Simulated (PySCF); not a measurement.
A structure optimised at B3LYP-D3(BJ)/def2-SVP, used in a PySCF frequency run:

```
B
H 1 1.2071
C 1 1.5152 2 119.20
C 3 1.2203 2 152.47 1 180.00
H 4 1.0749 2 161.91 1 180.00
C 1 1.5152 2 119.20 3 180.00
C 6 1.2203 2 152.47 1 180.00
H 7 1.0749 2 161.91 1 180.00
```
Charge 0, spin multiplicity 1.

**Question.** Write its SMILES, formula and point group.

**Answer.** C#CBC#C, C4H3B, C2v

**Question.** What are its rotational constants (standard atomic weights)?

**Answer.** 25.870, 2.4942, 2.2749 GHz
